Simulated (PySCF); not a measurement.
Identify the unknown among the candidates.

All candidates are C4H8F2OSi.

* UV, first state: lowest singlet excitation: 6.11 eV (203 nm, f = 0.031) [TDDFT B3LYP/def2-SVPD]
* Triplet: lowest triplet excitation (Tamm–Dancoff): 4.17 eV [TDA B3LYP/def2-SVPD]
* Polarisability: 79.4 au [B3LYP/def2-SVPD]
* Rotational structure: rotational constants A, B, C: 2.271, 1.230, 0.833 GHz [GFN2-xTB]
* Dipole: 1.58 D [B3LYP/def2-SVPD]
* NMR, other nuclei: isotropic shieldings of nuclei other than C and H, by class: 321 (1 O), 227 (1 F), 420 (1 F), 379 (1 Si) ppm [GIAO PBE0/pcSseg-1]
* 13C NMR: chemical shifts (computed TMS as zero) by class: 168.1 (1 C), 114.5 (1 C), 84.7 (1 C), 17.8 (1 C) ppm [GIAO PBE0/pcSseg-1]
* 1H NMR: chemical shifts (computed TMS as zero) by class: 5.77 (2 H), 5.33 (2 H), 1.99 (3 H), 1.84 (1 H) ppm [GIAO PBE0/pcSseg-1]

Electronic properties: PySCF, gas phase, density fitting. Levels stand in brackets. One conformer (not necessarily the lowest) at the GFN2-xTB geometry, without solvent, vibrations or thermal averaging. GFN2-xTB frequencies show an imaginary mode (90i cm⁻¹), so this geometry is no minimum at that level. Each NMR value is the plain mean over a class of atoms that symmetry, rotation or inversion makes alike.

Question: Which candidate is it?
A. `CO[SiH2]C(C)=C(F)F`
B. `C/C(=C/F)O[SiH2]CF`
C. `CO[Si@@H](F)C/C=C/F`
D. `C/C(F)=C(/CF)[SiH2]O`

Answer: D. It is `C/C(F)=C(/CF)[SiH2]O`. Numbering: `[CH3:1]/[C:2]([F:3])=[C:4](/[CH2:5][F:6])[SiH2:7][OH:8]`. Its formula, C4H8F2OSi, gives 1 degree of unsaturation: 0 rings and 1 π bond in the structure found. 4 carbons fall into 4 classes; from least to most shielded: vinylic C–F carbon [C2] (168.1 ppm), fully substituted alkene carbon [C4] (114.5 ppm), sp3 C–F carbon [C5] (84.7 ppm), allylic carbon [C1] (17.8 ppm). Hydrogen classes from least to most shielded: 2 H on an sp3 C–F carbon, C5 (5.77 ppm), 2 H on an oxygen-bound silicon, Si7 (5.33 ppm), 3 H on an allylic carbon, C1 (1.99 ppm), 1 H on a silanol oxygen, O8 (1.84 ppm). The other shieldings belong to: 321 ppm, silanol oxygen [O8]; 227 ppm, vinyl fluorine [F3]; 420 ppm, alkyl fluorine [F6]; 379 ppm, oxygen-bound silicon [Si7]. The optimised geometry has point group C1 and is an asymmetric top.

The others, at the same levels:
- `CO[Si@@H](F)C/C=C/F` fails: its computed 13C shifts are 158.4 (1 C), 111.0 (1 C), 53.1 (1 C), 17.6 (1 C) ppm, 1H shifts are 6.74 (1 H), 5.61 (1 H), 4.76 (1 H), 4.00 (3 H), 1.78 (1 H), 1.34 (1 H) ppm and rotational constant A is 4.798 GHz (against 2.271 GHz).
- `C/C(=C/F)O[SiH2]CF` fails: its computed 13C shifts are 143.7 (1 C), 139.7 (1 C), 79.3 (1 C), 19.2 (1 C) ppm, 1H shifts are 6.54 (1 H), 5.20 (2 H), 5.09 (2 H), 1.73 (3 H) ppm and rotational constant A is 2.926 GHz (against 2.271 GHz).
- `CO[SiH2]C(C)=C(F)F` fails: its computed 13C shifts are 167.2 (1 C), 80.0 (1 C), 54.2 (1 C), 11.8 (1 C) ppm, 1H shifts are 5.18 (2 H), 3.87 (3 H), 1.83 (3 H) ppm and rotational constant A is 3.707 GHz (against 2.271 GHz).

Each candidate is one conformer, not necessarily the lowest. Dipoles, sizes and rotational constants follow the conformer. The torsions of the flexible species, by atom-mapped SMILES:
- `[CH3:1]/[C:2]([F:3])=[C:4](/[CH2:5][F:6])[SiH2:7][OH:8]`: C2–C4–C5–F6 -142°, C2–C4–Si7–O8 -171°, H–O8–Si7–C4 -45°
- `[CH3:1][O:2][Si@@H:3]([F:4])[CH2:5]/[CH:6]=[CH:7]/[F:8]`: C1–O2–Si3–F4 57°, O2–Si3–C5–C6 -175°, Si3–C5–C6–C7 -111°
- `[CH3:1]/[C:2](=[CH:3]/[F:4])[O:5][SiH2:6][CH2:7][F:8]`: C1–C2–O5–Si6 -179°, C2–O5–Si6–C7 -68°, O5–Si6–C7–F8 -158°
- `[CH3:1][O:2][SiH2:3][C:4]([CH3:5])=[C:6]([F:7])[F:8]`: C1–O2–Si3–C4 180°, O2–Si3–C4–C5 0°
